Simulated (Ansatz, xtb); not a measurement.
Stretching the Si1–H3 bond in H2Si2 (SMILES [Si]=[SiH2]) (multiplicity 1 held, fragments rigid). Energies count from the point at 1.483 Å.
Geometry at that point (charge 0, multiplicity 1):
```xyz
4

Si    -0.953     0.069     0.177
Si     1.205    -0.087    -0.224
H     -1.790     1.221    -0.237
H     -1.738    -0.966     0.893
```

Restricted levels (R-, RO-) in cc, def2 and unpolarised 6-31G sets keep to the state of the molecule at rest. Unrestricted levels (U-) break spin symmetry where that is lower. Left out are points that failed, MP2 points that dive below the minimum, coupled-cluster points behind a jump of the amplitudes or a sharp parting from full CI or MRCI, small-basis points behind a change of solution, and semi-empirical points at long bonds. Curves can end on different states.

Correlated levels freeze the cores.

Programs: Ansatz (Gaussian orbitals); xtb for the GFN methods.  The GFN methods have no spin term and hold the electronic entropy of 300 K.

Energies in eV.

```csv
R (Å),GFN2-xTB,U-HF/cc-pV(D+d)Z,R-MP2/cc-pV(D+d)Z,R-SCS-MP2/cc-pV(D+d)Z,U-SCS-MP2/cc-pV(D+d)Z
1.187,1.56,1.29,1.29,1.29,1.29
1.335,0.21,0.25,0.26,0.26,0.25
1.483,0.00,0.00,0.00,0.00,0.00
1.632,0.15,0.18,0.16,0.16,0.17
1.780,0.40,0.58,0.55,0.54,0.56
2.003,0.84,1.33,1.28,1.26,1.38
2.225,1.32,1.93,2.03,2.01,2.31
2.596,2.06,2.37,3.11,3.07,3.10
2.967,2.65,2.51,3.90,3.83,3.32
3.412,3.14,2.56,4.48,4.35,3.40
4.005,3.26,2.58,4.72,4.50,3.43
4.747,left out,2.58,4.42,4.05,3.43
```

Doubts at one or more of the structures used: a spin-contaminated determinant (U-HF/cc-pV(D+d)Z, U-SCS-MP2/cc-pV(D+d)Z); a restricted determinant that unrestricted orbitals would lower (R-MP2/cc-pV(D+d)Z, R-SCS-MP2/cc-pV(D+d)Z).

Ansatz is an electronic-structure program.
